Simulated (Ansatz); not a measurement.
A CCSD(T) single point on `F[C](F)(F)[Sn]([F])([F])[F]`.

```yaml
crystal:
  periodic: [false, false, false]
  atoms:
    - {symbol: F, position_ang: [0.955813, -1.003109, 1.550866]}
    - {symbol: C, position_ang: [0.961394, -0.687064, 0.260023]}
    - {symbol: F, position_ang: [0.941114, -1.809949, -0.450549]}
    - {symbol: F, position_ang: [2.087341, -0.035153, -0.011047]}
    - {symbol: Sn, position_ang: [-0.785583, 0.563188, -0.231039]}
    - {symbol: F, position_ang: [-0.814235, 2.176429, 0.751155]}
    - {symbol: F, position_ang: [-0.832850, 1.048945, -2.055822]}
    - {symbol: F, position_ang: [-2.420895, -0.310289, 0.130613]}
basis:
  gaussian: {orbitals: def2-SVP}
correlation: {method: ccsd_t}
```

```sh
$ ansatz run in.yaml --threads 4 --pin off --events-out ev --progress --plain --max-ram 11315MiB
```

Log, shortened:

```
Functional definition: HF
  name "HF"
  cite "Fock, Z. Phys. 61, 126 (1930) doi:10.1007/BF01340294"
  parent pbe
  exchange = exact_x
  correlation = 0
1260 factors; integrals over basis functions are off by at most 1.0e-3 eV
mean field evaluation 1: about -23050.3050 eV, gradient 6.4e1 eV
mean field evaluation 2: about -23050.4994 eV, gradient 6.4e1 eV
mean field evaluation 4: about -23058.3981 eV, gradient 3.6e0 eV
mean field evaluation 8: about -23058.4809 eV, gradient 3.1e-1 eV
mean field -23058.48139137 eV, -847.3835615327 hartree, gradient 3.3e-6 eV, S^2 0.000000; 0 other end points of the search recorded, 0 dependent functions left out
11 core orbitals not correlated: weight in the atoms' cores, before any rotation towards them, 1.000 or more for the frozen orbitals, at most 0.000 for the correlated occupied ones
reference -23058.48139137 eV, -847.3835615327 hartree; 30, 30 occupied and 83, 83 virtual orbitals, 1260 factors
second order -36.63916158 eV of doubles, -0.00000000 eV of singles
cycle   1  -35.99269838 eV  change    6.5e-1 eV  update   1.5e-1
cycle   2  -36.76133912 eV  change   -7.7e-1 eV  update   4.6e-2
cycle   3  -36.97609132 eV  change   -2.1e-1 eV  update   2.2e-2
cycle   4  -36.96776326 eV  change    8.3e-3 eV  update   4.9e-3
cycle   5  -36.95808690 eV  change    9.7e-3 eV  update   1.9e-3
cycle   6  -36.95847968 eV  change   -3.9e-4 eV  update   6.2e-4
cycle   7  -36.95858670 eV  change   -1.1e-4 eV  update   1.8e-4
cycle   8  -36.95839592 eV  change    1.9e-4 eV  update   6.8e-5
cycle   9  -36.95836329 eV  change    3.3e-5 eV  update   2.4e-5
perturbative correction -0.71246604 eV, -0.0261826441 hartree
Total energy: -23096.15222070 eV, -848.7679389765 hartree
```

Run time 24 s (4 threads of an Arm Neoverse V2 on a shared host); peak host memory 0.99 GiB.

Correlation energy per correlated electron: -0.628 eV. T1 diagnostic: 0.0131.
